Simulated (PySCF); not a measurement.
NICS in isomers of C8H13OP.

NICS = −σ at a ghost point: NICS(0) at the centroid of the ring atoms, NICS(1) 1 Å to either side along the normal of their mean plane, zz for the tensor component along that normal. Level: GIAO PBE0/pcSseg-1 (PySCF, non-relativistic, gas phase) on the GFN2-xTB geometries, one conformer each. Atom numbers follow the mapped SMILES.

Question: Order these rings by mean NICS(1)zz, lowest (most negative) first (ppm).
A. ring P3–C5–C6–C7–C9–C10 in `[CH3:1][CH2:2][P@:3]1(=[O:4])[CH:5]=[CH:6][C@@H:7]([CH3:8])[CH:9]=[CH:10]1`
B. ring P3–C5–C6–C7–C8–C9–C10 in `[CH:1]#[C:2][P:3]1(=[O:4])[CH2:5][CH2:6][CH2:7][CH2:8][CH2:9][CH2:10]1`
C. ring C6–C7–C8–C9–O10 in `[CH2:1]=[P@:2]([CH3:3])([CH2:4][CH3:5])[c:6]1[cH:7][cH:8][cH:9][o:10]1`
D. ring C3–C4–P7 in `[CH3:1][CH2:2][C:3]1=[C:4]([O:5][CH3:6])[P:7]1[CH:8]1[CH2:9][CH2:10]1`

Answer: C (-26.7), D (-12.0), A (-2.4), B (3.7).

```tsv
SMILES	ring	NICS(0)	NICS(1)	NICS(1)zz	HOMA	rms pucker (Å)	ring atoms with four or more neighbours
C=[P@](C)(CC)c1ccco1	5-membered ring with O; formal bonds all aromatic	-11.3	-10.5	-26.7	0.50	0.00	0
CCC1=C(OC)P1C1CC1	3-membered ring with P; formal bonds 1 double, 2 single	-27.8	-6.6	-12.0	-1.03	0.00	0
CC[P@]1(=O)C=C[C@@H](C)C=C1	6-membered ring with P; formal bonds 2 double, 4 single	-1.4	-3.2	-2.4	–	0.18	2
C#CP1(=O)CCCCCC1	7-membered ring with P; formal bonds all single	-2.2	-2.1	3.7	–	0.33	7
```

NICS(0) gives another order. The isotropic NICS(1) gives the same order. HOMA uses Krygowski's 1993 parameters; it is left out where a ring has a four-coordinate atom, a triple bond, no multiple bond or a kind of bond without parameters. NICS(1) and NICS(1)zz are means over the two faces.
